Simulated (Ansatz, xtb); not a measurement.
**Relative energy of two isomers of ClH3NOSi+**

Structure X is `[NH3+][Si](=O)Cl`, a singlet and structure Y is `[H]/N=[Si](/[OH2+])Cl`, a singlet. Both are isolated ions in the gas phase, relaxed with PBE0-D3(BJ)/def2-SVP; the shapes shown needn't be the lowest conformers.

X (Å):

```xyz
7

Cl    0.9155    0.5028   -4.5438
N    -0.6501   -0.2018   -2.0012
O     2.0012   -1.2042   -1.9315
Si    1.0457   -0.4199   -2.8004
H    -0.6266   -0.6713   -1.0822
H    -1.4226   -0.6185   -2.5429
H    -0.9112    0.7829   -1.8401
```

Y (Å):

```xyz
7

Cl   -0.5300    1.9926   -1.7405
N    -0.6377   -1.4727   -1.5709
O     0.7889   -0.1190   -3.3089
Si   -0.3590    0.0231   -1.9246
H    -1.2252   -1.8952   -0.8567
H     1.0252   -1.0285   -3.5839
H     1.2198    0.5779   -3.8368
```

Quicker runs give these differences E(Y) − E(X): GFN2-xTB +27.0 kcal/mol; HF/STO-3G +29.4 kcal/mol (at GFN2-xTB geometries); r2SCAN-D4/def2-SVP +30.1 kcal/mol (at GFN2-xTB geometries).

Q: Estimate E(Y) − E(X) at the level CCSD(T)/def2-TZVP.

A: Calculated at CCSD(T)/def2-TZVP: E(Y) − E(X) = +30.6 kcal/mol, so structure X lies lower.

Level by level:

```csv
level,geometry,E(Y) − E(X) (kcal/mol),departure from the last row (kcal/mol),"job, with rough time for the two"
GFN2-xTB,GFN2-xTB,+27.0,−3.6,"optimisation, 0.64 s"
HF/STO-3G,GFN2-xTB,+29.4,−1.2,"single point, 1.2 s"
r2SCAN-D4/def2-SVP,GFN2-xTB,+30.1,−0.5,"single point, 6.9 s"
PBE0-D3(BJ)/def2-SVP,PBE0-D3(BJ)/def2-SVP,+27.1,−3.5,"optimisation, 3.1 min"
HF/def2-TZVP,PBE0-D3(BJ)/def2-SVP,+29.0,−1.6,part of the CCSD(T) run
MP2/def2-TZVP,PBE0-D3(BJ)/def2-SVP,+31.6,+1.0,part of the CCSD(T) run
CCSD(T)/def2-TZVP,PBE0-D3(BJ)/def2-SVP,+30.6,,"single point, 2.2 min"
```

As drawn, Y has 1 N=Si, 1 O–Si, 2 O–H in place of 1 N–Si, 1 O=Si, 2 N–H.

None of the levels shown reverses the order. The largest departure from CCSD(T)/def2-TZVP is that of GFN2-xTB, 3.6 kcal/mol.

With harmonic frequencies from PBE0-D3(BJ)/def2-SVP (ideal gas, rigid rotor, one conformer each, 298.15 K, 1 atm): the zero-point term adds −2.1 kcal/mol; ΔH is +28.7 and ΔG +28.8 kcal/mol.

The correlated steps freeze 12 core orbitals. Codes used: Ansatz 0.2.0, xtb 6.7.1; the last row on 1 thread of Intel(R) Xeon(R) Processor @ 2.50GHz (Skylake/Cascade Lake) on a shared host.
